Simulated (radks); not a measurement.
P10+, configuration [He] 2s2 2p1 (the NIST ground configuration).

Calculated with a radial shooting solver on a logarithmic mesh with Libxc functionals: Dirac Kohn-Sham, exchange-only PBE, spin-unpolarised, spherical densities, finite nucleus; open shells fill j = l - 1/2 first; Fermi nuclear charge, rms radius 3.1889 fm.

Energy parts (eV):
total: -7529.864
kinetic: 7575.802
electron-nucleus: -15972.039
Hartree: 1224.818
exchange: -358.445

Orbitals (lengths in bohr, moments of r in powers of bohr; <r^-3> diverges for s and p1/2):
| orbital | occ. | eigenvalue (eV) | <r^-3> | small-component weight |
|---|---|---|---|---|
| 1s1/2 | 2 | -2494.858 | - | 2.85e-03 |
| 2s1/2 | 2 | -482.9341 | - | 5.61e-04 |
| 2p1/2 | 1 | -448.7607 | - | 5.41e-04 |
| 2p3/2 | 0 | -447.3785 | 91.37 | 5.39e-04 |

The highest occupied level is 2p1/2 at -448.76 eV. The density falls to 0.001 e/bohr^3 at r = 1.27 bohr. Summed over all electrons, <r^2> = 0.7028 bohr^2, which gives a Langevin (diamagnetic) susceptibility term of -0.557 x 10^-6 cm^3/mol. The electron density at the nucleus is 2445 e/bohr^3.
